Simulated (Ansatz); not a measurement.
One change: `[CH3][AlH][CH](F)F` becomes `F[CH](F)[AlH2]`.

Ansatz, PBE0-D4/def2-TZVP geometries, multiplicity 1. Each molecule was computed in one conformer, which needn't be the lowest. `F[CH](F)[AlH2]` holds a close contact that its SMILES doesn't draw: Al···F 1.96 Å.

```csv
property,`[CH3][AlH][CH](F)F`
HOMO–LUMO gap (PBE/def2-TZVPP) / eV,3.90
LUMO energy (ωB97M-V/def2-TZVPP) / eV,0.08
HOMO–LUMO gap (PBE0/def2-TZVPP) / eV,6.17
HOMO–LUMO gap (B3LYP/def2-TZVPP) / eV,5.73
HOMO energy (PBE0/def2-TZVPP) / eV,-7.68
HOMO energy (B3LYP/def2-TZVPP) / eV,-7.50
```

Q: What does the change do to each property? (Best estimate.)

A: Ansatz gave: 
```json
{"property": "HOMO–LUMO gap (PBE/def2-TZVPP) / eV", "`F[CH](F)[AlH2]`": "5.08", "shift": "1.18"}
{"property": "LUMO energy (ωB97M-V/def2-TZVPP) / eV", "`F[CH](F)[AlH2]`": "0.77", "shift": "0.69"}
{"property": "HOMO–LUMO gap (PBE0/def2-TZVPP) / eV", "`F[CH](F)[AlH2]`": "7.40", "shift": "1.23"}
{"property": "HOMO–LUMO gap (B3LYP/def2-TZVPP) / eV", "`F[CH](F)[AlH2]`": "6.97", "shift": "1.24"}
{"property": "HOMO energy (PBE0/def2-TZVPP) / eV", "`F[CH](F)[AlH2]`": "-8.22", "shift": "-0.54"}
{"property": "HOMO energy (B3LYP/def2-TZVPP) / eV", "`F[CH](F)[AlH2]`": "-8.03", "shift": "-0.53"}
```

With PBE0 the HOMO falls by 0.54 eV and the LUMO rises by 0.70 eV, so the gap widens by about 1.24 eV. PBE moves the HOMO by -0.54 eV and ωB97M-V by -0.56 eV.

Positive LUMOs are unbound, so they and the gaps depend on the basis.

B3LYP here is the variant with VWN-RPA as its local correlation; programs differ in this.
